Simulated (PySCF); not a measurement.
## `C=C[C@@]1(F)C[C@@H]1F`, C$_{5}$H$_{6}$F$_{2}$

Molfile (atoms numbered from 1):
```
C5H6F2
     RDKit          3D

 13 13  0  0  0  0  0  0  0  0999 V2000
    2.2799   -0.0130   -0.2516 C   0  0  0  0  0  0  0  0  0  0  0  0
    1.0519   -0.1059    0.2292 C   0  0  0  0  0  0  0  0  0  0  0  0
   -0.1668    0.0484   -0.5861 C   0  0  1  0  0  0  0  0  0  0  0  0
    0.0791    0.2975   -1.9061 F   0  0  0  0  0  0  0  0  0  0  0  0
   -1.4136   -0.7580   -0.3050 C   0  0  0  0  0  0  0  0  0  0  0  0
   -1.3958    0.7057    0.0006 C   0  0  2  0  0  0  0  0  0  0  0  0
   -2.1377    1.5306   -0.7790 F   0  0  0  0  0  0  0  0  0  0  0  0
    3.1418   -0.1325    0.3801 H   0  0  0  0  0  0  0  0  0  0  0  0
    2.4598    0.1882   -1.2937 H   0  0  0  0  0  0  0  0  0  0  0  0
    0.8622   -0.3067    1.2741 H   0  0  0  0  0  0  0  0  0  0  0  0
   -1.9846   -1.0585   -1.1705 H   0  0  0  0  0  0  0  0  0  0  0  0
   -1.4076   -1.4655    0.5082 H   0  0  0  0  0  0  0  0  0  0  0  0
   -1.3731    1.0702    1.0207 H   0  0  0  0  0  0  0  0  0  0  0  0
  1  2  2  0
  2  3  1  0
  3  4  1  6
  3  5  1  0
  5  6  1  0
  6  7  1  0
  6  3  1  0
  1  8  1  0
  1  9  1  0
  2 10  1  0
  5 11  1  0
  5 12  1  0
  6 13  1  1
M  END
```

Computed with PySCF 2.14.0, TDDFT PBE0/def2-SVPD circular dichroism and optical rotation, one conformer, gas phase. Geometry: GFN2-xTB.

The molecule is flexible and this is one conformer; a measurement averages over conformers. States above about 7.4 eV lie in this functional's continuum (it starts at minus the energy of the highest occupied orbital, well below the true ionisation energy for most functionals) and depend on the basis.

Stereocentres: C3 S, C6 S.

**Question.** Give the optical rotatory dispersion at 633, 589.3, 546, 436, 405, 365, 355 nm.

**Answer.** [α] in deg dm⁻¹ (g/mL)⁻¹:
```csv
λ (nm),origin-invariant length gauge,modified velocity gauge,length gauge (centre of mass),isotropic polarisability (au)
633,-7.3,-8.3,-6.1,62.5
589.3,-8.8,-10.1,-7.4,62.8
546,-10.9,-12.4,-9.2,63.1
436,-21.4,-24.4,-18.6,64.5
405,-27.2,-31.2,-24.0,65.2
365,-39.2,-45.0,-35.1,66.3
355,-43.4,-49.9,-39.0,66.7
```

**Question.** And for the mirror image at 589.3 nm?

**Answer.** +8.8 deg dm⁻¹ (g/mL)⁻¹ (origin-invariant length gauge): the same size and the opposite sign.

**Question.** What is the molar rotation [Φ] = [α]·M/100 of the geometry above at 589.3 nm?

**Answer.** With M = 104.10 g/mol, -9.2 deg cm² dmol⁻¹ (origin-invariant length gauge).

The first excitation lies at 6.58 eV (189 nm) with R = +27.1 × 10⁻⁴⁰ esu² cm² (velocity form).
